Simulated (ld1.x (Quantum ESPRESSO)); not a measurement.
**selenium (Se): one change to a PAW potential, before and after**

```
Element                 : selenium (Se)
Generator               : ld1.x (Quantum ESPRESSO) 7.5
Type                    : PAW
Functional              : BLYP
Relativity              : scalar-relativistic
Frozen core             : [Ar] 3d10
Valence charge          : 6
Reference configuration : 4s2 4p3 (charge +1)
Partial waves           : 4s (bound): rcut 1.50, rcutus 1.70 bohr; 4s channel at -0.95 Ry: rcut 1.50, rcutus 1.70 bohr; 4p (bound): rcut 1.40, rcutus 1.60 bohr; 4p channel at 0.15 Ry: rcut 1.40, rcutus 1.60 bohr; 4d channel at 0.25 Ry: rcut 1.00, rcutus 1.35 bohr; 4d channel at 1.4 Ry: rcut 1.00, rcutus 1.35 bohr
Local potential         : all-electron potential smoothed inside 1.20 bohr (lloc = -1)
Core correction         : Bessel-smoothed model core inside 0.85 bohr
Augmentation charge     : PSQ, inside the norm-conserving radii
```

All-electron outer shells of the reference configuration (BLYP, scalar-relativistic, ld1.x):

| shell | level (eV) | outermost node (bohr) | outermost maximum (bohr) |
| --- | --- | --- | --- |
| 4s | -26.76 | 0.70 | 1.49 |
| 4p | -15.27 | 0.74 | 1.75 |

Change: local potential all-electron potential smoothed inside 0.72 bohr (lloc = -1).

Cutoffs: the cutoffs (Ry, on a coarse ladder) from which the occupation-weighted sum of valence levels, in a spherical-Bessel basis at the reference potential, stays within 10 and 1 mRy of its value at 400 Ry; they do not see the model core or the augmentation charge, which bear on the density cutoff. Errors are all-electron minus pseudo energies relative to the spin-unpolarised reference configuration.

Question: How do hardness, ghosts and transferability respond?

Answer: The potential gets harder (10 Ry and 25 Ry → 10 Ry and 160 Ry); the bound ghosts move from d to d, p, s; the errors of the 7 common tests hardly move; the range in which the s phases agree widens (upper end 1.0 → at the end of the scan). A state that the projectors do not describe sees the local part alone, so a deeper or shallower local part can create or remove a ghost.

```csv
quantity,base,changed
"cutoff, loose",10 Ry,10 Ry
"cutoff, tight",25 Ry,160 Ry
bound ghosts,d,"s, d, p"
"error for 4s2 4p4, meV [ΔE -10.70 eV]",-0.9,-1.1
"error for 4s2 4p2, meV [ΔE 20.24 eV]",-13,-14
"error for 4s2 4p1, meV [ΔE 51.06 eV]",-67,-73
"error for 4s2 4p4.3, meV [ΔE -12.26 eV]",-1.5,-1.7
"error for 4s1 4p5, meV [ΔE 0.23 eV]",+0.4,+0.2
"error for 4s2 4p3.5, meV [ΔE -6.47 eV]",+0.1,+0.1
"error for 4s0 4p6, meV [ΔE 11.39 eV]",-7.5,-7.9
s: phases at 1.85 bohr within 0.05 rad from the reference energy up to (Ry; the scan ends near 5),1.0,to the end of the scan
p: phases at 1.85 bohr within 0.05 rad from the reference energy up to (Ry; the scan ends near 5),to the end of the scan,to the end of the scan
d: phases at 1.85 bohr within 0.05 rad from the reference energy up to (Ry; the scan ends near 5),to the end of the scan,to the end of the scan
lowest overlap eigenvalue by channel,"s 0.32, p 0.57, d 0.87","s 0.05, p 0.45, d 0.87"
```

 A true bound ghost makes a file unfit for plane-wave use even where its test errors are small: the radial tests pick states by their node count and pass the ghost by.
